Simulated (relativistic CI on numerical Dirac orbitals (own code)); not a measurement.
# Energy levels of Rb I

Calculated at this level of theory: Dirac-Coulomb-Breit CI, KLI orbitals optimised for each configuration, model QED (radiative potential, 1s self-energy scaled to tabulated hydrogen-like ionisation energies), valence Slater integrals scaled by 0.85, P86 correlation energy added to each configuration (own radial code, finite nucleus).

Configurations in the expansion (outside the closed core [Kr]): 5s, 5p, 4d, 6s, 6p, 5d, 7s, 7p, 6d, 8s, 5f, 5g, 8p, 4f, 7d, 9s, 9p. Levels of other configurations are missing.

The lowest level is 5s ²S1/2, with 100 % of that term; Hund's rules for 5s give ²S with J = 1/2, in agreement.

```csv
No.,Configuration,Term,J,E (eV),%,Next component (%),Lifetime (s),jj configuration (%)
1,5s,²S,1/2,0.0000,100,,,5s (100)
2,5p,²P°,1/2,1.4070,100,,2.98e-08,5p1/2 (100)
3,5p,²P°,3/2,1.4283,100,,2.86e-08,5p3/2 (100)
4,4d,²D,5/2,2.3021,100,,,4d5/2 (100)
5,4d,²D,3/2,2.3057,100,,,4d3/2 (100)
6,6s,²S,1/2,2.3919,100,,,6s (100)
7,6p,²P°,1/2,2.8388,100,,,6p1/2 (100)
8,6p,²P°,3/2,2.8456,100,,,6p3/2 (100)
9,5d,²D,5/2,3.1339,100,,,5d5/2 (100)
10,5d,²D,3/2,3.1368,100,,,5d3/2 (100)
11,7s,²S,1/2,3.1808,100,,7.49e-08,7s (100)
12,4f,²F°,7/2,3.3642,100,,,4f7/2 (100)
13,4f,²F°,5/2,3.3642,100,,,4f5/2 (100)
14,7p,²P°,1/2,3.3870,100,,,7p1/2 (100)
15,7p,²P°,3/2,3.3899,100,,,7p3/2 (100)
16,6d,²D,5/2,3.5250,100,,,6d5/2 (100)
17,6d,²D,3/2,3.5273,100,,,6d3/2 (100)
18,8s,²S,1/2,3.5511,100,,1.27e-07,8s (100)
19,8p,²P°,1/2,3.6632,100,,,8p1/2 (100)
20,8p,²P°,3/2,3.6646,100,,2.59e-07,8p3/2 (100)
21,5g,²G,7/2,3.6698,100,,,5g7/2 (100)
22,5g,²G,9/2,3.6698,100,,,5g9/2 (100)
23,5f,²F°,7/2,3.6703,100,,4.49e-08,5f7/2 (100)
24,5f,²F°,5/2,3.6703,100,,4.46e-08,5f5/2 (100)
25,7d,²D,5/2,3.7399,100,,,7d5/2 (100)
26,7d,²D,3/2,3.7416,100,,,7d3/2 (100)
27,9s,²S,1/2,3.7558,100,,1.96e-07,9s (100)
28,9p,²P°,1/2,3.8236,100,,,9p1/2 (100)
29,9p,²P°,3/2,3.8243,100,,,9p3/2 (100)
```

Energies count from the lowest computed level; ° marks odd parity; lifetimes are radiative, by E1, M1, E2, M2, E3 decay to levels of this space only; some are left blank where a channel outside the calculation adds to the decay or the decay crosses a small, uncertain gap. Filled j subshells are mostly left out of the jj labels.

The mean weight of the leading LS term, summed over parents, in these 29 levels is 100 %, and that of the leading jj configuration (from the same eigenvectors) 100 %.

For a near-neutral ion this model can misplace configurations by up to about 10,000 cm⁻¹ (more where the count of f electrons changes) and terms by 10 to 25 % of their spread. Rates follow the energies as ν³ (E1, M1) or ν⁵ (E2), so they and the lifetimes can be off by large factors. The fine structure of a lone outer electron comes out too small, for d and f at times inverted, and misplaced configurations move strength between like terms. 7 of the 7 excited levels that our extract of the measured tables holds in this range could be paired (the sources list more); they are missed by 939 cm⁻¹ on average and 1297 at most, and levels without a partner can miss by more.
